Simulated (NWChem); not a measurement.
SiNH$_{4}$Cl; SMILES N[SiH2]Cl

```xyz
7

Si     0.5732    -0.5018     0.0451
N     -0.6111    -1.7419     0.1395
Cl    -0.1458     1.4254    -0.3828
H      1.5006    -0.8365    -1.0566
H      1.2349    -0.3985     1.3633
H     -1.2455    -1.7767     0.9293
H     -1.0663    -2.0721    -0.7038
```
Atoms are numbered in this order, from 1.

Results from NWChem. Geometry optimised at B3LYP/6-31G*; all other runs use it. Pople sets run with spherical d functions. Vzz has the sign of the potential's second derivative.

```json
[
 {"quantity": "cavity-dispersion-structure term (kcal/mol) in water", "level": "B3LYP/def2-SVP, SMD", "value": "…"},
 {"quantity": "Vzz N2 (a.u.)", "level": "Hartree-Fock/cc-pVTZ", "value": "-0.880"},
 {"quantity": "orbital gap (eV)", "level": "r2SCAN/def2-SVP", "value": "7.34"},
 {"quantity": "vertical, lowest excitation, singlet (eV)", "level": "B3LYP/def2-SVP, full TDDFT", "value": "…"},
 {"quantity": "dipole (D)", "level": "B3LYP/6-31G*", "value": "2.41"},
 {"quantity": "highest harmonic frequency (cm⁻¹)", "level": "B3LYP/6-31G*", "value": "…"}
]
```

Problem. Complete the blanks.

Solution. 
- cavity-dispersion-structure term (kcal/mol) in water, value: 2.8
- vertical, lowest excitation, singlet (eV), value: 7.07
- highest harmonic frequency (cm⁻¹), value: 3650
